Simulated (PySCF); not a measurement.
# HSbO: PBE0 against wB97X

Base calculation in PySCF with density fitting and no spin–orbit coupling, PBE0/def2-TZVP (scalar-relativistic core potentials): singlet, Cs, Sb–H 1.750 Å, Sb–O 1.809 Å; H–Sb–O 100.0°; wavenumbers 703, 871, 1814 cm⁻¹; dipole moment 3.70 D, gap between the highest occupied and lowest empty levels 3.74 eV, polar-tensor charge of Sb 0.81 e, atomisation energy (no zero-point energy) 622 kJ/mol.

What changes on going to wB97X/def2-TZVP (scalar-relativistic core potentials)?

The point group stays the same. Changes: mean bond to Sb -0.007 Å, smallest bond angle +0.2 degrees, highest wavenumber +49 cm⁻¹, lowest wavenumber +9 cm⁻¹, dipole moment +0.21 D, gap between the highest occupied and lowest empty levels +4.31 eV, polar-tensor charge of Sb +0.07 e, atomisation energy (no zero-point energy) +52 kJ/mol. The new structure has Sb–H 1.742 Å, Sb–O 1.802 Å; H–Sb–O 100.2°, with wavenumbers 712, 903, 1863 cm⁻¹.

Only the bonding shown was studied: isomers, or loss of a ligand pair, can lie lower.
